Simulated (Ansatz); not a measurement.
Gas-phase electronic energies from Ansatz, PBE0-D4/def2-TZVP geometries. CCSD(T)/CBS adds triple-zeta CCSD(T) − MP2 to the extrapolated MP2 energy (def2 sets, frozen cores). This one scheme is used for every species. Functionals use def2-TZVPP. For Ge outer-core shells are correlated without core-valence functions, which leaves a few kJ/mol of doubt a bond. Scalar relativity is left out up to krypton. One conformer a species, not always the lowest.

Consider the ligand exchange at a Ge–O bond: `C[O][Ge]([Cl])([Cl])[Cl]` + H–F → `[F][Ge]([Cl])([Cl])[Cl]` + CH₃OH.

`C[O][Ge]([Cl])([Cl])[Cl]`:

```xyz
9

C    -1.430   -0.258    0.052
O    -0.323    0.191    0.820
Ge    1.260    0.271    0.096
Cl    1.872   -1.651   -0.579
Cl    2.570    0.980    1.587
Cl    1.252    1.585   -1.576
H    -2.303   -0.217    0.704
H    -1.291   -1.288   -0.289
H    -1.606    0.387   -0.814
```

H–F:

Z-matrix (Å, degrees):
```
F
H 1 0.920
```

`[F][Ge]([Cl])([Cl])[Cl]`:

```xyz
5

F    -1.372    0.598   -0.911
Ge   -0.032    0.014   -0.021
Cl    1.153    1.672    0.509
Cl   -0.778   -0.968    1.686
Cl    1.029   -1.316   -1.263
```

CH₃OH:

Cartesian coordinates in Å:
```
C 0.055 0.204 -0.287
O -0.531 -0.820 0.484
H -0.419 0.176 -1.268
H 1.133 0.058 -0.426
H -0.112 1.199 0.144
H -0.126 -0.817 1.353
```

| level | ΔE (kJ/mol) | difference from CCSD(T)/CBS |
| --- | --- | --- |
| LDA (SPW92) | -12.6 | -5.1 |
| PBE0-D4 | -14.8 | -7.3 |
| BHLYP-D4 | -15.8 | -8.3 |
| CAM-B3LYP-D4 | -18.3 | -10.8 |
| ωB97X-V | -18.1 | -10.6 |
| revPBE | -26.8 | -19.3 |
| PBE0 | -21.0 | -13.5 |
| BHLYP | -25.1 | -17.6 |
| CAM-B3LYP | -24.9 | -17.4 |
| RPA@PBE/def2-TZVPP | -10.9 | -3.4 |
| CCSD(T)/def2-SVP | -16.9 | -9.4 |
| MP2/def2-TZVPP | -4.2 | 3.3 |
| CCSD/def2-TZVPP | -12.2 | -4.7 |
| CCSD(T)/def2-TZVPP | -9.2 | -1.7 |
| MP2/def2-QZVPP | -3.7 | 3.8 |
| MP2/CBS(def2) | -2.4 | 5.1 |
| CCSD(T)/CBS | -7.5 | 0 |

Largest T1 diagnostic among the species: 0.010.

The D4 term adds +10.8 kJ/mol with B3LYP and +6.3 kJ/mol with PBE0; it sums over pairs of atoms, weighted by their polarisabilities, and B3LYP, whose exchange is more repulsive, gets the larger term. At CCSD(T), def2-SVP lies −9.4 kJ/mol from the extrapolated value and def2-TZVPP −1.7 kJ/mol. Leaving LDA and LC-ωPBE aside and taking each functional with its dispersion term where it has one, the values, not all of them listed here, spread over 9.4 kJ/mol, from B97M-V to PBE-QIDH. LDA lies +10.1 kJ/mol from PBE without D4.

CCSD(T)/CBS has its own doubt, a few kJ/mol and more with outer-core shells, so smaller differences from it don't rank the levels.

B3LYP here is the variant with VWN-RPA as its local correlation; programs differ in this.
